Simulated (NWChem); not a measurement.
BeGeH$_{3}$Cl; SMILES [Cl][Be][GeH3]

```xyz
6

Be     0.0000     0.0000     0.7923
Cl     0.0000     0.0000     2.6136
Ge     0.0000     0.0000    -1.3937
H     -1.2074     0.7658    -1.9743
H      1.2669     0.6627    -1.9743
H     -0.0595    -1.4285    -1.9743
```
Atoms are numbered in this order, from 1.

Structure relaxed at the PBE0/def2-SVP level.

List the 4 lowest vertical singlet excitations from Hartree-Fock/def2-SVP, CIS (NWChem).


```csv
state,energy (eV),oscillator strength,leading excitation (squared amplitude)
S1,6.83,0.132,HOMO → LUMO (0.92)
S2,6.83,0.132,HOMO → LUMO+1 (0.92)
S3,8.14,0.316,HOMO → LUMO+2 (0.93)
S4,8.62,0.000,HOMO−4 → LUMO+1 (0.37)
```
